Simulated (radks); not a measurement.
Neutral niobium inside a hard spherical wall (all orbitals vanish at R), configuration held at [Kr] 4d4 5s1 and not refilled when levels cross. All-electron calculation, scalar-relativistic Kohn-Sham, r2SCAN, spin-polarised, spherical densities, finite nucleus; open shells are filled with parallel spins first (spin-orbit coupling, left out, can overturn this in heavy ions); meta-GGA in the generalised Kohn-Sham scheme; Fermi nuclear charge, rms radius 4.324 fm. Program: a radial shooting solver on a logarithmic mesh with Libxc functionals. Eigenvalues in eV for spin up, with the zero of energy where the potential of the charges vanishes at infinity; a dash marks a level that is unbound or too diffuse for the functional's potential to be trusted. A positive occupied level is held by the wall or, in an anion where self-interaction has pushed it up, behind a barrier. The pressure on the wall is -dE/dV.

| R (bohr) | E (hartree) | kinetic (hartree) | e(4s) | e(4p) | e(5s) | e(4d) | e(5p, empty) | e(6s, empty) | pressure (GPa) |
|---|---|---|---|---|---|---|---|---|---|
| free | -3820.26901 | 3933.543 | -60.531 | -36.172 | -4.740 | -3.851 | -1.225 | - | 0 |
| 15 | -3820.26901 | 3933.543 | -60.531 | -36.171 | -4.740 | -3.851 | -1.220 | 0.705 | < 0.0001 |
| 12 | -3820.26895 | 3933.543 | -60.524 | -36.165 | -4.735 | -3.845 | -1.185 | 1.480 | 0.00110 |
| 8 | -3820.26359 | 3933.585 | -60.239 | -35.884 | -4.494 | -3.602 | -0.563 | 6.026 | 0.223 |
| 7 | -3820.25254 | 3933.653 | -59.850 | -35.505 | -4.118 | -3.273 | 0.160 | 9.454 | 0.883 |
| 6 | -3820.21880 | 3933.828 | -58.995 | -34.680 | -3.174 | -2.543 | 1.749 | 15.765 | 3.70 |
| 5 | -3820.11195 | 3934.295 | -57.171 | -32.943 | -0.700 | -0.911 | 5.477 | 28.429 | 17.3 |
| 4 | -3819.74005 | 3935.713 | -53.311 | -29.312 | 6.475 | 2.977 | 15.283 | 56.936 | 99.5 |
| 2.5 | -3815.13370 | 3952.281 | -33.274 | -8.829 | 68.885 | 29.236 | 88.374 | 225.08 | 3570 |
| 2 | -3806.16181 | 3981.569 | -8.343 | 18.993 | 157.88 | 64.325 | 183.90 | 419.66 | 18100 |
| 1.5 | -3773.16976 | 4075.292 | 68.681 | 104.57 | 407.80 | 163.66 | 439.95 | 910.68 | 131000 |
